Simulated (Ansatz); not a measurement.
# A barrier at the coupled-cluster level

Start structure (BPNH7O2, closed shell), relaxed at PBE0-D4/def2-TZVP:

```json
{"atom": "B1", "x (Å)": "0.5331", "y (Å)": "-1.1181", "z (Å)": "-0.0922"}
{"atom": "N2", "x (Å)": "1.2352", "y (Å)": "-2.3325", "z (Å)": "0.0783"}
{"atom": "O3", "x (Å)": "0.4663", "y (Å)": "-0.1414", "z (Å)": "0.8867"}
{"atom": "O4", "x (Å)": "-0.1093", "y (Å)": "-0.8940", "z (Å)": "-1.2759"}
{"atom": "H5", "x (Å)": "-0.2019", "y (Å)": "2.9055", "z (Å)": "0.0786"}
{"atom": "P6", "x (Å)": "-1.3195", "y (Å)": "2.1994", "z (Å)": "-0.4270"}
{"atom": "H7", "x (Å)": "1.2609", "y (Å)": "-3.0181", "z (Å)": "-0.6542"}
{"atom": "H8", "x (Å)": "1.7358", "y (Å)": "-2.5950", "z (Å)": "0.9056"}
{"atom": "H9", "x (Å)": "0.9369", "y (Å)": "-0.3608", "z (Å)": "1.6910"}
{"atom": "H10", "x (Å)": "-0.5545", "y (Å)": "-0.0366", "z (Å)": "-1.2867"}
{"atom": "H11", "x (Å)": "-1.9243", "y (Å)": "2.0235", "z (Å)": "0.8405"}
{"atom": "H12", "x (Å)": "-2.0587", "y (Å)": "3.3683", "z (Å)": "-0.7447"}
```

The step: BNH₄O₂ ([NH2][B]([OH])[OH]) + PH₃ → BPH₄O₂ ([OH][B]([OH])[PH2]) + NH₃ (still joined by a long B–N bond); bonds formed: B1–P6, N2–H5; bonds broken: H5–P6; bonds weakened to dative contacts: B1–N2. Program: Ansatz 0.2.0. Basis: def2-TZVPP and def2-QZVPP. Cores are frozen in the correlated methods. Extrapolation: Hartree–Fock as exp(−7.88 √X), correlation as X^−2.97. Energies below are by CCSD(T) at an estimated basis limit (MP2 extrapolated from triple and quadruple zeta, plus CCSD(T) − MP2 in triple zeta).

(1) What are the electronic barrier and the energy of the step, from the start structure to the end structure? (To be estimated.)

T1 diagnostic: at most 0.014.

## Answers

(1) The calculation gives: Barrier 49.00 kcal/mol; step energy 18.36 kcal/mol (uphill); reverse barrier, their difference, 30.64 kcal/mol. Barrier and step energy count from the start structure, the reverse barrier from the end structure.

The saddle point: One imaginary mode of 782i cm⁻¹.
| pair | start (Å) | saddle (Å) | end (Å) |
| --- | --- | --- | --- |
| B1–P6 | 3.81 | 2.77 | 2.01 |
| N2–H5 | 5.43 | 1.14 | 1.01 |
| B1–N2 | 1.41 | 1.55 | 1.66 |
| H5–P6 | 1.42 | 2.03 | 3.10 |

Zero-point energy (harmonic, PBE0-D4): ZPE is 54.22 kcal/mol at the start and 53.21 kcal/mol at the saddle, so the barrier goes from 49.00 to 48.00 kcal/mol.

Labels in which every atom is bracketed show which atoms are joined, not bond orders.

For scale, one of the runs: CCSD(T)/def2-TZVPP, 264 basis functions, launched by `ansatz run in.yaml --threads 8 --pin off --events-out ev --progress --plain --max-ram 19148MiB`. Hardware: 8 CPU threads of a Oxide Virtual Turin-like, shared host. Wall time 75 s; peak host memory 6.7 GiB.
